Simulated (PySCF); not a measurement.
BeCl₂, SMILES [Cl][Be][Cl].

Coordinates come from a B3LYP-D3(BJ)/def2-TZVP optimisation. The isomer is the one that the SMILES or the coordinates give; other isomers of the formula were not compared.

The numbers are results of C-PCM-B3LYP/def2-SVP run with PySCF, not measurements.

The values are the electrostatic part of the solvation free energy, E(continuum) − E(gas) at the gas-phase geometry, in a cavity of scaled van der Waals radii (PySCF's table); cavitation and dispersion terms are not included. A continuum can't describe solvent molecules that bind to the metal. In vacuum the orbital gap is 8.54 eV. The dipole moment in vacuum is 0.00 D.

Computed values in water (ε = 78.36), dimethylsulfoxide (ε = 46.83), diethylether (ε = 4.24):
```
solvent                ε  ΔG(elec) (kcal/mol)  dipole (D)  gap (eV)
-----------------  -----  -------------------  ----------  --------
water              78.36                 -4.8        0.00      8.80
dimethylsulfoxide  46.83                 -4.8        0.00      8.80
diethylether        4.24                 -3.6        0.00      8.73
```
